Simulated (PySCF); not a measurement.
**Frontier levels across methods**

(CH3CH2)3CF, C7H15F.
SMILES with atom numbers: `[CH3:1][CH2:2][C:3]([F:4])([CH2:5][CH3:6])[CH2:7][CH3:8]` (hydrogens: H9, H10, H11 on C1; H12, H13 on C2; H14, H15 on C5; H16, H17, H18 on C6; H19, H20 on C7; H21, H22, H23 on C8)

Geometry (PBE0-D3(BJ)/def2-SVP, Å), atoms numbered from 1 in this order:
```
atom  x, y, z in Å
C1     2.6936    0.4151    0.7839
C2     1.7230   -0.1762   -0.2242
C3     0.2816   -0.2982    0.2668
F4     0.3097   -1.1279    1.3961
C5    -0.5719   -1.0102   -0.7811
C6    -2.0071   -1.2801   -0.3623
C7    -0.3156    1.0215    0.7493
C8    -0.4621    2.0979   -0.3128
H9     2.6260   -0.1220    1.7414
H10    2.4960    1.4803    0.9787
H11    3.7296    0.3355    0.4227
H12    1.7284    0.4088   -1.1585
H13    2.0517   -1.1916   -0.5003
H14   -0.5436   -0.4242   -1.7145
H15   -0.0678   -1.9643   -1.0067
H16   -2.5950   -0.3543   -0.2675
H17   -2.5168   -1.9171   -1.1002
H18   -2.0329   -1.7979    0.6078
H19    0.3115    1.3863    1.5775
H20   -1.2945    0.7960    1.2002
H21   -0.8996    3.0110    0.1174
H22    0.5075    2.3776   -0.7535
H23   -1.1203    1.7779   -1.1356
```

Basis pcSseg-1 throughout (PySCF), one geometry. Isolated species at its PBE0-D3(BJ)/def2-SVP geometry (one conformer only).

Question: How do the orbital energies, the gap and the dipole change with the method?

Answer: 
```json
{"method": "OPBE", "kind": "GGA", "HOMO (eV)": "-7.03", "LUMO (eV)": "0.77", "gap (eV)": "7.81", "μ (D)": "1.64", "SCF cycles": "14"}
{"method": "B97-D", "kind": "GGA", "HOMO (eV)": "-7.14", "LUMO (eV)": "0.58", "gap (eV)": "7.72", "μ (D)": "1.67", "SCF cycles": "13"}
{"method": "KT2", "kind": "GGA", "HOMO (eV)": "-7.23", "LUMO (eV)": "0.26", "gap (eV)": "7.49", "μ (D)": "1.64", "SCF cycles": "14"}
{"method": "B97-2", "kind": "global hybrid", "HOMO (eV)": "-8.35", "LUMO (eV)": "1.28", "gap (eV)": "9.63", "μ (D)": "1.75", "SCF cycles": "12"}
{"method": "PBE0", "kind": "global hybrid", "HOMO (eV)": "-8.60", "LUMO (eV)": "1.24", "gap (eV)": "9.84", "μ (D)": "1.75", "SCF cycles": "12"}
{"method": "mPW1PW91", "kind": "global hybrid", "HOMO (eV)": "-8.64", "LUMO (eV)": "1.28", "gap (eV)": "9.92", "μ (D)": "1.77", "SCF cycles": "12"}
{"method": "BHandHLYP", "kind": "global hybrid", "HOMO (eV)": "-10.02", "LUMO (eV)": "1.95", "gap (eV)": "11.96", "μ (D)": "1.86", "SCF cycles": "12"}
{"method": "CAM-B3LYP", "kind": "range-separated hybrid", "HOMO (eV)": "-10.03", "LUMO (eV)": "2.10", "gap (eV)": "12.14", "μ (D)": "1.78", "SCF cycles": "12"}
{"method": "wB97X-D", "kind": "range-separated hybrid", "HOMO (eV)": "-10.51", "LUMO (eV)": "3.04", "gap (eV)": "13.55", "μ (D)": "1.78", "SCF cycles": "12"}
```

The HOMO spans 3.48 eV, from OPBE down to wB97X-D, and the gap runs from 7.49 eV (KT2) to 13.55 eV (wB97X-D). Over the methods OPBE (0 %), B97-D (0 %), KT2 (0 %), B97-2 (21 %), PBE0 (25 %), mPW1PW91 (25 %), BHandHLYP (50 %), a straight line through the gap against the share of exact exchange rises by 0.87 eV for each 10 % (correlation coefficient 0.998). The dipole ranges from 1.64 D (OPBE) to 1.86 D (BHandHLYP). This basis has no diffuse functions.

The vertical ΔSCF ionisation energy at PBE0/def2-SVPD is 10.44 eV; −ε(HOMO) comes closest to it with wB97X-D (10.51 eV).
